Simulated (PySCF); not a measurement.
C₁₀H₇N₃, SMILES C1C2=NC=CC3=CC=CC(=NC=1)N32.

Geometry optimised at B3LYP-D3(BJ)/def2-SVP.

Two levels are set side by side: PBE/def2-SVP (PySCF) and B3LYP/def2-SVP (PySCF). Same geometry, gas phase. Differences are taken from unrounded values.

```csv
quantity,B3LYP,PBE,PBE minus B3LYP
orbital gap (eV),2.82,1.63,-1.19
highest occupied level (eV),-5.00,-4.46,0.54
lowest empty level (eV),-2.18,-2.83,-0.65
dipole moment (D),2.29,2.22,-0.07
mean polarisability (bohr³),131.0,132.6,1.6
```

Without exact exchange PBE keeps part of each electron's self-repulsion, which lifts occupied levels and narrows the gap. Differences between two approximate levels are no errors against the true value.

Rough cost on one machine, each run with all the roots and properties that it gave: B3LYP against PBE within a factor of 2.
